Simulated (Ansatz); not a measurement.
Total energies of ClFH4O2Si2, SMILES `O[Si](O)(F)[SiH2]Cl`.

Cartesian coordinates in Å:
```
O 1.175 -0.318 1.649
Si 0.334 -0.621 0.295
O -1.002 -1.466 0.704
F 1.187 -1.508 -0.724
Si -0.146 1.405 -0.760
Cl -1.474 0.947 -2.279
H 1.226 -0.993 2.329
H -1.528 -1.856 0.003
H -0.816 2.363 0.154
H 1.044 2.048 -1.369
```

Charge 0, multiplicity 1. Geometry: relaxed with PBE0-D4/def2-TZVP. It is one conformer, not always the lowest. Basis def2-TZVPP, the Gaussian-basis code of Ansatz.

RPA on PBE orbitals: Hartree–Fock energy of these orbitals -1289.16986 Eh, correlation -1.82124 Eh (frozen core).

```
functional  energy without D4 (Eh)  D4 term (kJ/mol)
      BLYP             -1292.21658             -58.0
    r2SCAN             -1292.06934              -6.6
    B97M-V             -1291.91320                 –
      PBE0             -1291.61120             -23.2
     B3LYP             -1292.31742             -43.9
   r2SCANh             -1292.05037              -7.1
   r2SCAN0             -1292.02342              -7.9
     BHLYP             -1292.15858             -36.3
 CAM-B3LYP             -1292.22454             -23.9
   LC-ωPBE             -1291.81475                 –
   ωB97X-V             -1292.01821                 –
   ωB97M-V             -1292.13427                 –
    B2PLYP             -1291.74828                 –
  PBE-QIDH             -1291.33339                 –
```

Question: Give the same for LDA (SPW92), PBE, revPBE, HSE06 (plane-wave form). (An estimate is asked.)

Answer: Ansatz gave: 
```
             functional  energy without D4 (Eh)  D4 term (kJ/mol)
            LDA (SPW92)             -1286.74060                 –
                    PBE             -1291.51591             -27.0
                 revPBE             -1291.95906             -72.3
HSE06 (plane-wave form)             -1291.57985             -21.8
```

B3LYP takes the VWN-RPA correlation (the form of Gaussian; ORCA's B3LYP/G). HSE06 is the plane-wave form, built on full-range PBE exchange. The double hybrids freeze the cores in their second-order part.

LC-ωPBE has ω = 0.4 bohr⁻¹.
